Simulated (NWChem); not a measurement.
System: InH$_{3}$O; SMILES [OH][InH2]

```xyz
5

In    -0.0053     0.2844     0.0000
H     -1.5847     0.9554     0.0000
H      1.5662     0.9979     0.0000
O     -0.0662    -1.7201     0.0000
H      0.8075    -2.1263     0.0000
```
Atoms are numbered in this order, from 1.

Results from NWChem. Coordinates come from a PBE0/def2-SVP optimisation. def2 effective core potentials on In; no spin-orbit coupling.

Among these, which level gives the lowest value of “dipole (D)”?
A) TPSS/def2-SVPD
B) TPSS/def2-TZVPP
C) TPSS/def2-SVP
D) TPSS/def2-QZVP

C, TPSS/def2-SVP. Values: TPSS/def2-SVP 1.58; TPSS/def2-TZVPP 1.67; TPSS/def2-QZVP 1.71; TPSS/def2-SVPD 1.79
